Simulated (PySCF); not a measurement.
Job file and geometry (Å, from GFN2-xTB) of an NMR shielding run on `OC[C@@]12C=CC[C@@H]1C2`, C₇H₁₀O, GIAO PBE0/pcSseg-1 NMR shielding, non-relativistic, gas phase (PySCF); density fitting, a coarse starting grid and PySCF grid level 2 are the driver's defaults:

```
$ OMP_NUM_THREADS=1 python probes_run.py task.json out

{"job": {"kind": "nmr", "xc": "PBE0", "basis": "pcSseg-1"}, "charge": 0, "multiplicity": 1}
O     -2.609043     1.013203     0.625445
C     -1.486755     0.367663     1.185479
C     -0.400805     0.113720     0.168501
C      0.339353     1.263911    -0.411365
C      1.600780     0.947088    -0.668710
C      1.936065    -0.460166    -0.258874
C      0.611982    -1.007767     0.240656
C     -0.501789    -1.074378    -0.759830
H     -2.875806     0.526114    -0.162961
H     -1.126903     1.036722     1.972058
H     -1.785510    -0.585340     1.649555
H     -0.136840     2.213564    -0.579197
H      2.338028     1.589734    -1.118238
H      2.694849    -0.465213     0.527993
H      2.330168    -1.038029    -1.098612
H      0.622924    -1.712973     1.058218
H     -0.266733    -0.933089    -1.804417
H     -1.292723    -1.788446    -0.577358
```

**Question.** What does the program print?

**Answer.** 
```
coarse grid: 14888 points
cycle   1  E = -347.3354372582  dE =  1.368e+00  |g| = 6.585e-01  |ddm| = 3.850e+00
cycle   2  E = -347.2808274645  dE =  5.461e-02  |g| = 8.749e-01  |ddm| = 1.456e+00
cycle   3  E = -347.4240573479  dE = -1.432e-01  |g| = 7.276e-02  |ddm| = 9.276e-01
cycle   4  E = -347.4248944630  dE = -8.371e-04  |g| = 3.405e-02  |ddm| = 9.304e-02
cycle   5  E = -347.4251560194  dE = -2.616e-04  |g| = 7.157e-03  |ddm| = 4.486e-02
cycle   6  E = -347.4251660587  dE = -1.004e-05  |g| = 2.296e-03  |ddm| = 1.081e-02
cycle   7  E = -347.4251672151  dE = -1.156e-06  |g| = 3.555e-04  |ddm| = 2.207e-03
final grid: 143384 points
cycle   8  E = -347.4842056575  dE = -4.662e-05  |g| = 1.060e-02  |ddm| = 4.475e-02
cycle   9  E = -347.4841870740  dE =  1.858e-05  |g| = 1.441e-02  |ddm| = 2.455e-02
cycle  10  E = -347.4842310949  dE = -4.402e-05  |g| = 1.274e-03  |ddm| = 1.496e-02
cycle  11  E = -347.4842314238  dE = -3.288e-07  |g| = 2.148e-04  |ddm| = 1.280e-03
cycle  12  E = -347.4842314308  dE = -7.024e-09  |g| = 1.007e-04  |ddm| = 2.777e-04
cycle  13  E = -347.4842314330  dE = -2.173e-09  |g| = 3.615e-05  |ddm| = 1.177e-04
cycle  14  E = -347.4842314333  dE = -3.106e-10  |g| = 8.558e-06  |ddm| = 4.292e-05
converged SCF energy = -347.4842314333

GIAO shielding tensors (ppm)
atom      isotropic    diamagn.    paramagn.     s11        s22        s33       span
  0 O      291.329     388.807     -97.479    242.273    291.569    340.144     97.871
  1 C      115.858     239.202    -123.344     89.171    111.631    146.772     57.602
  2 C      142.106     254.052    -111.946     91.406    139.889    195.023    103.617
  3 C       42.456     249.169    -206.713    -64.477     48.069    143.776    208.254
  4 C       51.282     255.385    -204.103    -58.460     63.680    148.625    207.085
  5 C      145.947     247.819    -101.872    129.732    147.462    160.648     30.916
  6 C      163.411     252.076     -88.665    125.132    160.574    204.527     79.395
  7 C      163.585     252.250     -88.666    127.020    158.028    205.705     78.685
  8 H       31.337      32.550      -1.213     22.418     30.780     40.814     18.396
  9 H       27.377      28.644      -1.267     22.374     28.192     31.566      9.192
 10 H       28.263      29.799      -1.535     22.064     29.750     32.975     10.911
 11 H       25.178      31.649      -6.472     23.270     25.217     27.046      3.776
 12 H       26.150      30.943      -4.793     23.865     25.433     29.150      5.285
 13 H       28.956      29.614      -0.657     24.382     26.301     36.185     11.803
 14 H       29.250      29.201       0.049     24.617     27.282     35.850     11.233
 15 H       30.243      32.883      -2.641     23.777     28.121     38.829     15.052
 16 H       31.841      32.085      -0.243     26.027     29.764     39.734     13.707
 17 H       30.995      32.755      -1.760     26.180     27.415     39.389     13.210
```

**Question.** Turn these shieldings into chemical shifts. Chemical shifts δ = σref − σ; ¹⁷O (σ = 336.08 ppm) vs H2O; ¹³C (σ = 186.93 ppm) and ¹H (σ = 31.72 ppm) vs TMS, all at this level.

**Answer.** Averaging equivalent atoms: O 0: 44.8; C 3: 144.5; C 4: 135.6; C 1: 71.1; C 2: 44.8; C 5: 41.0; C 6: 23.5; C 7: 23.3; H 11: 6.54; H 12: 5.57; H 9: 4.34; H 10: 3.45; H 13: 2.76; H 14: 2.47; H 15: 1.47; H 17: 0.72; H 8: 0.38; H 16: -0.12 ppm. Experimental scales use liquid or dissolved standards, which lie at an offset from isolated H2O (liquid H2O: subtract about 36 ppm).

Size and cost of the density-fitted run: 186 basis functions, 43 s wall time on 1 thread of an Arm Neoverse N1, shared host; peak memory 0.84 GiB.
